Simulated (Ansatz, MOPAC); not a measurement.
Molecule: carbon diselenide, CSe2, charge 0, multiplicity 1. SMILES: [Se]=C=[Se]

Atoms: Se1, C2, Se3. Bonds: Se1-C2, C2-Se3.

Bond lengths (Å) and angles (degrees) optimised at AM1 with MOPAC; PM6 with MOPAC; MNDO with MOPAC; HF/STO-3G with Ansatz (a quantum-chemistry and plane-wave program); HF/3-21G with Ansatz; HF/6-31G* with LANL2DZ past Ar with Ansatz, each started from the B3LYP-D3(BJ)/def2-TZVP structure (Ansatz) of the last column. A row stands for all coordinates that are equal there. 6-31G* holds six Cartesian d functions. No wavenumbers were computed at MNDO, HF/STO-3G, so these may be saddle points.

```tsv
coordinate	AM1	PM6	MNDO	HF/STO-3G	HF/3-21G	HF/6-31G* with LANL2DZ past Ar	B3LYP-D3(BJ)/def2-TZVP
Se1-C2	1.569	1.671	1.653	1.636	1.706	1.694	1.696
Se1-C2-Se3	180.0	180.0	180.0	180.0	180.0	180.0	180.0
```

Mean signed difference of all 2 bond lengths from B3LYP-D3(BJ)/def2-TZVP: AM1 -0.127 Å, PM6 -0.026 Å, MNDO -0.044 Å, HF/STO-3G -0.061 Å, HF/3-21G 0.010 Å, HF/6-31G* with LANL2DZ past Ar -0.002 Å.
